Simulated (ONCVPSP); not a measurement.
**What one change does to a pseudopotential (Hf, ONCV)**

Hf, optimised norm-conserving Vanderbilt (ONCV), made with ONCVPSP 4.0.1 (PBE, scalar-relativistic). Core [Kr] 4d10, reference 4f14 5s2 5p6 5d2.5 6s1.5. Waves: 5s+6s: rc 1.85 bohr, ncon 4, nbas 8, qcut 5.1 1/bohr, 2 projectors; 5p: rc 1.80 bohr, ncon 3, nbas 7, qcut 9.7 1/bohr, 1 projector; 5d: rc 3.05 bohr, ncon 5, nbas 10, qcut 6.2 1/bohr, 2 projectors, debl 3.7 Ha; 4f: rc 0.75 bohr, ncon 4, nbas 8, qcut 22.1 1/bohr, 1 projector. Local part: polynomial inside 0.50 bohr (lpopt 5, dvloc0 2 Ha). Core correction: Teter function, fcfact 3.75, rcfact 1.2.

All-electron outer shells of the reference configuration (PBE, scalar-relativistic, ld1.x):

```csv
shell,level (eV),outermost node (bohr),outermost maximum (bohr)
4d,-205.93,0.23,0.47
5s,-66.26,0.55,1.01
5p,-34.88,0.60,1.16
4f,-16.09,–,0.45
6s,-4.90,1.37,2.93
5d,-2.30,0.67,1.71
```

Change: d: qcut 4.6.

Cutoffs: the cutoffs (Ha) at which the residual kinetic energy of the hardest occupied pseudo-wave falls to 1 and 0.1 mHa per electron; they do not see the model core or the augmentation charge, which bear on the density cutoff. Errors are all-electron minus pseudo energies relative to the spin-unpolarised reference configuration.

**Question.** How do hardness, ghosts and transferability respond?

**Answer.** The potential gets neither clearly harder nor softer (215 Ha and 235 Ha → 215 Ha and 235 Ha); both files keep a bound ghost (d, p, s); of the 3 tests that both files solve, the error grows in 3 and shrinks in 0 by more than 15 % and 0.3 meV (median size 1.7 → 3.8 meV); the range in which the d phases agree narrows (upper end at the end of the scan → 0.7).

| quantity | base | changed |
| --- | --- | --- |
| cutoff, loose | 215 Ha | 215 Ha |
| cutoff, tight | 235 Ha | 235 Ha |
| loose cutoff by channel | s 11 Ha, p 27 Ha, d 10 Ha, f 215 Ha | s 11 Ha, p 27 Ha, d 8.3 Ha, f 215 Ha |
| bound ghosts | s, p, d | s, p, d |
| GHOST(+) flags under 300 eV | s at 19.1 eV | s at 19.1 eV |
| tests with a reliable result | 3 of 4 | 3 of 4 |
| error for 4f14 5s2 5p6 5d2 6s2, meV [ΔE -1.26 eV] | +1.7 | +3.8 |
| error for 4f14 5s2 5p6 5d2 6s1, meV [ΔE 6.72 eV] | -0.8 | -1.3 |
| error for 4f14 5s2 5p6 5d2 6s0, meV [ΔE 20.90 eV] | -8.2 | -15 |
| s: phases at 1.88 bohr within 0.05 rad from the reference energy up to (Ha; the scan ends near 5) | 0.5 | 0.5 |
| p: phases at 1.82 bohr within 0.05 rad from the reference energy up to (Ha; the scan ends near 5) | 1.1 | 1.1 |
| d: phases at 3.09 bohr within 0.05 rad from the reference energy up to (Ha; the scan ends near 5) | to the end of the scan | 0.7 |
| f: phases at 0.76 bohr within 0.05 rad from the reference energy up to (Ha; the scan ends near 5) | to the end of the scan | to the end of the scan |
| rms error of d²Exc/dni dnj with the model core, mHa | 3.07 | 3.09 |

 A true bound ghost makes a file unfit for plane-wave use even where its test errors are small: the radial tests pick states by their node count and pass the ghost by.
